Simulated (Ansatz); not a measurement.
Gas-phase electronic energies from Ansatz, PBE0-D4/def2-TZVP geometries. CCSD(T)/CBS is the MP2 limit (def2-TZVPP, def2-QZVPP) plus CCSD(T) − MP2 in def2-TZVPP, frozen cores. This one scheme is used for every species, atoms too. DFT in def2-TZVPP. HSE06 is defined as in plane-wave codes. No spin–orbit coupling; open shells (•) take unrestricted orbitals. Spin–orbit coupling would lower the free atoms: a little for C, F, O. One conformer a species, not always the lowest.

Consider the atomization: `FC(F)OC(F)F` → 2 C• + 4 F• + 2 H• + O•.

```csv
level,ΔE (kJ/mol),difference from CCSD(T)/CBS
B97M-V,3606.8,-4.0
PBE0-D4,3632.3,21.5
r2SCANh-D4,3590.1,-20.7
r2SCAN0-D4,3516.1,-94.7
HSE06-D4,3637.3,26.5
CAM-B3LYP-D4,3641.1,30.3
ωB97M-V,3630.7,19.9
B2PLYP,3567.8,-43.0
PBE-QIDH,3586.4,-24.4
BHLYP,3367.5,-243.3
HF/def2-TZVPP,2418.9,-1191.9
MP2/def2-TZVPP,3673.1,62.3
SCS-MP2/def2-TZVPP,3575.5,-35.3
CCSD/def2-TZVPP,3426.8,-184.0
CCSD(T)/def2-TZVPP,3507.2,-103.6
SCS-MP2/def2-QZVPP,3641.1,30.3
CCSD(T)/CBS,3610.8,0
```

Largest T1 diagnostic among the species: 0.012.

Leaving LDA and LC-ωPBE aside and taking each functional with its dispersion term where it has one, the values, not all of them listed here, spread over 405.0 kJ/mol, from BHLYP-D4 to PBE-D4. LDA lies +650.6 kJ/mol from PBE without D4, its usual overbinding. The D4 term adds +22.6 kJ/mol with B3LYP and +11.8 kJ/mol with PBE0; it sums over pairs of atoms, weighted by their polarisabilities, and B3LYP, whose exchange is more repulsive, gets the larger term.

B3LYP here is the variant with VWN-RPA as its local correlation; programs differ in this.

For atomizations the MP2-based limit and the directly extrapolated one differ by several kJ/mol either way, and by 10 to 25 for some Ge, Se and Sn compounds, so smaller differences from it don't rank the levels.
